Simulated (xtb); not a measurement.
xtb input (GFN1-xTB):

```bash
xtb mol.xyz --gfn 1 --opt tight --chrg 0 --uhf 0
```
mol.xyz:
```
4

F     -1.83511558    -1.30651215    -0.31646808
Al    -0.94376122     0.05154650    -0.11602453
F     -1.70612338     1.49992810    -0.11888632
Br     1.26114419    -0.06888137     0.15504310
```

Output:

```
           -------------------------------------------------
          |                Calculation Setup                |
           -------------------------------------------------

           -------------------------------------------------
          |                 G F N 1 - x T B                 |
           -------------------------------------------------

        Reference                      10.1021/acs.jctc.7b00118
      * Hamiltonian:
        H0-scaling (s, p, d)           1.850000    2.250000    2.000000
        zeta-weighting                 0.000000
      * Dispersion:
        s8                             2.400000
        a1                             0.630000
        a2                             5.000000
        s9                             0.000000
      * Repulsion:
        kExp                           1.500000
        rExp                           1.000000
      * Coulomb:
        alpha                          2.000000
        third order                    atomic
        anisotropic                    false
      * Halogen bond correction:
        rad-scale                      1.300000
        damping                        0.440000

          ...................................................
          :                      SETUP                      :
          :.................................................:
          :  # basis functions                  28          :
          :  # atomic orbitals                  26          :
          :  # shells                           10          :
          :  # electrons                        24          :
          :  # halogen bonds                     0          :
          :  max. iterations                   250          :
          :  Hamiltonian                  GFN1-xTB          :
          :  restarted?                      false          :
          :  GBSA solvation                  false          :
          :  PC potential                    false          :
          :  electronic temp.          300.0000000     K    :
          :  accuracy                    1.0000000          :
          :  -> integral cutoff          0.2500000E+02      :
          :  -> integral neglect         0.1000000E-07      :
          :  -> SCF convergence          0.1000000E-05 Eh   :
          :  -> wf. convergence          0.2000000E-04 e    :
          :  Broyden damping             0.4000000          :
          :  net charge                          0          :
          :  unpaired electrons                  0          :
          ...................................................

 iter      E             dE          RMSdq      gap      omega  full diag
   1    -15.6660331 -0.156660E+02  0.613E+00    4.16       0.0  T
   2    -15.6752352 -0.920203E-02  0.387E+00    5.00       1.0  T
   3    -15.6363047  0.389305E-01  0.241E+00    3.86       1.0  T
   4    -15.6827342 -0.464295E-01  0.469E-01    4.77       1.0  T
   5    -15.6836490 -0.914772E-03  0.489E-02    4.67       1.0  T
   6    -15.6836653 -0.163248E-04  0.494E-03    4.65      10.1  T
   7    -15.6836653 -0.930402E-08  0.297E-03    4.65      16.8  T
[...]
         :::::::::::::::::::::::::::::::::::::::::::::::::::::
         :: total energy             -15.649046712767 Eh    ::
         :: gradient norm              0.000143078884 Eh/a0 ::
         :: HOMO-LUMO gap              4.556743957281 eV    ::
         ::.................................................::
         :: SCC energy               -15.682826744581 Eh    ::
         :: -> electrostatic           0.044304790774 Eh    ::
         :: repulsion energy           0.034656235905 Eh    ::
         :: dispersion energy         -0.000876204092 Eh    ::
         :: halogen bond corr.         0.000000000000 Eh    ::
         :: add. restraining           0.000000000000 Eh    ::
         :: total charge              -0.000000000000 e     ::
         :::::::::::::::::::::::::::::::::::::::::::::::::::::

           -------------------------------------------------
          |                Property Printout                |
           -------------------------------------------------

    * Orbital Energies and Occupations

         #    Occupation            Energy/Eh            Energy/eV
      -------------------------------------------------------------
         1        2.0000           -0.8384957             -22.8166
         2        2.0000           -0.8196383             -22.3035
         3        2.0000           -0.7600104             -20.6809
         4        2.0000           -0.5644135             -15.3585
         5        2.0000           -0.5442340             -14.8094
         6        2.0000           -0.5398908             -14.6912
         7        2.0000           -0.5373237             -14.6213
         8        2.0000           -0.5268415             -14.3361
         9        2.0000           -0.5178929             -14.0926
        10        2.0000           -0.5066060             -13.7854
        11        2.0000           -0.4992389             -13.5850
        12        2.0000           -0.4943337             -13.4515 (HOMO)
        13                         -0.3268765              -8.8948 (LUMO)
        14                         -0.1711263              -4.6566
        15                         -0.1492259              -4.0606
        16                         -0.1481509              -4.0314
        17                         -0.1468781              -3.9968
        18                         -0.1056368              -2.8745
        19                         -0.0348683              -0.9488
        20                         -0.0289099              -0.7867
        21                          0.0107122               0.2915
        22                          0.0690896               1.8800
        23                          0.0786199               2.1394
       ...                                ...                  ...
        26                          0.6961127              18.9422
      -------------------------------------------------------------
                  HL-Gap            0.1674573 Eh            4.5567 eV
             Fermi-level           -0.4106051 Eh          -11.1731 eV

  Mulliken/CM5 charges         n(s)   n(p)   n(d)
     1F    -0.31487 -0.29883   1.774  5.541  0.000
     2Al    0.65541  0.56228   0.820  0.948  0.577
     3F    -0.31487 -0.29883   1.774  5.541  0.000
     4Br   -0.02568  0.03539   1.898  5.141 -0.014

Wiberg/Mayer (AO) data.
largest (>0.10) Wiberg bond orders for each atom

 ---------------------------------------------------------------------------
     #   Z sym  total        # sym  WBO       # sym  WBO       # sym  WBO
 ---------------------------------------------------------------------------
Note: The following floating-point exceptions are signalling: IEEE_UNDERFLOW_FLAG IEEE_DENORMAL
normal termination of xtb
     1   9 F    1.200 --     2 Al   1.102
     2  13 Al   3.607 --     4 Br   1.404     3 F    1.102     1 F    1.102
     3   9 F    1.200 --     2 Al   1.102
     4  35 Br   1.520 --     2 Al   1.404
 ---------------------------------------------------------------------------

Topologies differ in total number of bonds
Writing topology from bond orders to xtbtopo.mol

 dipole moment from electron density (au)
     X       Y       Z
   0.2080  -0.0114   0.0256  total (Debye):    0.534

           -------------------------------------------------
          |                Geometry Summary                 |
           -------------------------------------------------

      molecular mass/u    :      144.8818726
   center of mass at/Å    :        0.0688699      -0.0037615       0.0084668
  moments of inertia/u·Å² :        0.7279621E+02   0.2833279E+03   0.3561241E+03
rotational constants/cm⁻¹ :        0.2315729E+00   0.5949867E-01   0.4733640E-01

 * 3 selected distances

     #   Z          #   Z                                           value/Å
     1   9 F        2  13 Al                                      1.6230042
     2  13 Al       3   9 F                                       1.6230042 (min)
     2  13 Al       4  35 Br                                      2.2593930 (max)

 * 2 distinct bonds (by element types)

   Z      Z             #   av. dist./Å        max./Å        min./Å
   9 F   13 Al          2     1.6230042     1.6230042     1.6230042
  13 Al  35 Br          1     2.2593930     2.2593930     2.2593930

optimized geometry written to: xtbopt.xyz

           -------------------------------------------------
          | TOTAL ENERGY              -15.649046712767 Eh   |
          | GRADIENT NORM               0.000143078884 Eh/α |
          | HOMO-LUMO GAP               4.556743957281 eV   |
           -------------------------------------------------

------------------------------------------------------------------------
------------------------------------------------------------------------
 total:
 SCF:
 ANC optimizer:
```
